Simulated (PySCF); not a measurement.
CH₃ClI₂Si, SMILES C[Si](Cl)(I)I.

Geometry: PBE0-D3(BJ)/def2-SVP. The def2 effective core potentials stand for the cores of I; spin–orbit coupling is left out.

The numbers are results of TDDFT-CAM-B3LYP/def2-SVPD (PySCF), not measurements.

Vertical excitations.  State labels are in the subgroup Cs.

Computed UV-visible absorptions:
```csv
state,symmetry,energy (eV),λ (nm),f,main pairs
S1,A",4.98,249,0.023,HOMO→LUMO 92 %
S2,A",5.19,239,0.010,HOMO−1→LUMO 90 %
S3,A',5.36,231,0.009,HOMO−2→LUMO 91 %
S4,A',5.56,223,0.014,HOMO−3→LUMO 84 %
S5,A',6.60,188,0.000,"HOMO→LUMO+1 64 %, HOMO−3→LUMO 12 %"
S6,A",6.76,183,0.014,"HOMO→LUMO+3 46 %, HOMO−4→LUMO 39 %"
S7,A',6.84,181,0.016,HOMO−1→LUMO+1 73 %
S8,A",6.85,181,0.063,"HOMO−4→LUMO 22 %, HOMO−1→LUMO+3 20 %, HOMO→LUMO+3 16 %, HOMO−2→LUMO+1 15 %"
S9,A",6.93,179,0.053,"HOMO−2→LUMO+1 36 %, HOMO−4→LUMO 23 %, HOMO→LUMO+3 11 %, HOMO−1→LUMO+2 8 %"
S10,A",7.04,176,0.010,"HOMO→LUMO+2 39 %, HOMO−3→LUMO+1 27 %, HOMO−1→LUMO+3 12 %, HOMO→LUMO+3 7 %"
T1,A",4.51,275,0,HOMO→LUMO 91 %
T2,A",4.75,261,0,HOMO−1→LUMO 88 %
T3,A',4.91,253,0,HOMO−2→LUMO 84 %
T4,A',5.07,244,0,"HOMO−3→LUMO 79 %, HOMO→LUMO+1 12 %"
```
Triplets are in the Tamm–Dancoff approximation, which puts them higher than full response would, so one can lie above its singlet here.
